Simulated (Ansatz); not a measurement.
CH7FSi3 can be A, `F[SiH2][SiH]1C[SiH2]1`, or B, `F[SiH]1C[SiH2][SiH2]1`.

Computed with Ansatz on PBE0-D4/def2-TZVP structures; ΔE is electronic, products minus reactants. CBS: MP2 limit from def2 TZ/QZ plus the TZ coupled-cluster correction, frozen cores. Functionals use def2-TZVPP. B3LYP here is the variant with VWN-RPA as its local correlation; programs differ in this. Each species was taken in one conformer, which may not be the lowest.

**Question.** Which isomer does CCSD(T)/CBS put lower? Give the gap. (Estimate.)

**Answer.** Ansatz gave: B, by 92.5 kJ/mol.

**Question.** Give E(B) − E(A) in kJ/mol with PBE0-D4, HF/def2-TZVPP, CCSD(T)/def2-TZVPP, PBE-D4, CCSD/def2-TZVPP, B3LYP, B3LYP-D4. (Best estimate.)

**Answer.** The calculation gave: PBE0-D4 -93.8, HF/def2-TZVPP -95.2, CCSD(T)/def2-TZVPP -91.7, PBE-D4 -87.8, CCSD/def2-TZVPP -93.2, B3LYP -84.7, B3LYP-D4 -89.8. None reverses the order clearly.

Largest T1 diagnostic: 0.013.

From PBE to PBE0 (25 % exact exchange), in def2-TZVPP and without D4, E(B) − E(A) moves by −6.6 kJ/mol. In def2-TZVPP, CCSD(T) changes the Hartree–Fock value by +3.4 kJ/mol (the triples alone add +1.4 kJ/mol) and MP2 by +3.2 kJ/mol.
